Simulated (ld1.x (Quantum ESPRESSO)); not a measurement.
# What the settings do to the TM potential of germanium (Ge)

Base potential:

germanium (Ge), norm-conserving Troullier–Martins (Kleinman–Bylander form), made with ld1.x (Quantum ESPRESSO) 7.5 (PBE, fully relativistic). Core [Ar] 3d10, reference 4s2 4p1.75 (charge +0.25). Waves: 4s (bound): rc 1.50 bohr; 4p (bound): rc 1.90 bohr; 4d channel at 0.45 Ry: rc 1.75 bohr. Local part: all-electron potential smoothed inside 1.15 bohr (lloc = -1). Core correction: none.

Open shells are filled in proportion to 2j + 1 (rel_dist='average').

Cutoffs, loose and tight: the cutoffs (Ry, on a coarse ladder) from which the occupation-weighted sum of valence levels, in a spherical-Bessel basis at the reference potential, stays within 10 and 1 mRy of its value at 400 Ry. They do not see the model core or the augmentation charge, which bear on the density cutoff. Test errors are all-electron minus pseudo excitation energies from the reference, over the configurations 4s2 4p2; 4s2 4p1; 4s2 4p0; 4s1 4p0; 4s2 4p1.5; 4s0 4p4; 4s1 4p2. A dash means not determined; rows that change the core or the reference have their own tests. The largest error is taken over the tests solved by every variant that gives reliable tests at all: 4s0 4p4; 4s1 4p2; 4s2 4p0; 4s2 4p1; 4s2 4p1.5; 4s2 4p2.

A true bound ghost makes a file unfit for plane-wave use even where its test errors are small: the radial tests pick states by their node count and pass the ghost by.

```tsv
change	outcome	cutoff, loose	cutoff, tight	bound ghosts	largest test error (meV)
base	generated	30 Ry	45 Ry	s	+50
wave 4p (bound): rc 1.90 bohr becomes 4p (bound): rc 2.10 bohr	generated	30 Ry	45 Ry	s	+51
wave 4d channel at 0.45 Ry: rc 1.75 bohr becomes 4d channel at 0.45 Ry: rc 1.26 bohr	generated	30 Ry	45 Ry	s, d3/2, d5/2	+50
wave 4d channel at 0.45 Ry: rc 1.75 bohr becomes 4d channel at -0.11 Ry: rc 1.75 bohr	generated	30 Ry	45 Ry	d3/2, d5/2, s	+50
local potential all-electron potential smoothed inside 1.80 bohr (lloc = -1)	generated	30 Ry	45 Ry	d3/2, d5/2	+49
functional BP86	generated	30 Ry	45 Ry	s	+63
all radii scaled by about 1.22 (s 1.84, p 2.32, d 2.14 bohr); local potential all-electron potential smoothed inside 1.40 bohr (lloc = -1)	generated	18 Ry	40 Ry	none	+138
reference 4s2 4p1.5	generated	30 Ry	45 Ry	s	+94
core [Ar], valence charge 14; reference 3d10 4s2 4p2; waves now 4p (bound): rc 2.30 bohr; 3d (bound): rc 0.85 bohr; 4f channel at 0.35 Ry: rc 2.30 bohr; 4s (bound): rc 1.50 bohr; local potential the s channel; core correction a·sin(br)/r model core inside 0.45 bohr	failed: run_pseudo: Errors in PS-KS equation	–	–	–	–
type TM semilocal; scalar-relativistic; local potential the p channel	generated	30 Ry	45 Ry	none	+48
local potential the d channel	generated	18 Ry	45 Ry	s, p3/2, p1/2	+47
scalar-relativistic	generated	30 Ry	45 Ry	s	+49
```
